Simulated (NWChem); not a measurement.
# CH$_{5}$GeNOSi; SMILES [GeH3][C]1=N[SiH2]O1

```xyz
10

Ge    -0.0067     1.6555     0.0001
C      0.0899    -0.3145     0.0006
N      1.1412    -1.0587     0.0071
Si    -0.0299    -2.3920    -0.0016
O     -1.1005    -1.0127    -0.0070
H     -0.7982     2.0987     1.2391
H      1.4203     2.2097     0.0292
H     -0.7469     2.1001    -1.2698
H     -0.1345    -3.2204    -1.2305
H     -0.1542    -3.2241     1.2230
```
Atoms are numbered in this order, from 1.

Geometry: optimised at PBE0/def2-SVP.

Q: Give the principal values of the shielding tensors (ppm) of Ge1, C2, N3, Si4, O5 from PBE0/pcSseg-1, GIAO (NWChem), with their diamagnetic and paramagnetic parts as GIAO splits them.

A: 
```tsv
atom	σ11	σ22	σ33	isotropic	diamagnetic	paramagnetic
Ge1	1501.3	1609.2	1646.9	1585.8	2755.1	-1169.3
C2	-133.8	21.0	51.1	-20.6	257.7	-278.3
N3	-222.7	-101.2	134.1	-63.3	321.5	-384.8
Si4	224.6	288.3	400.4	304.4	880.1	-575.6
O5	-82.1	167.1	172.2	85.7	393.6	-307.9
```
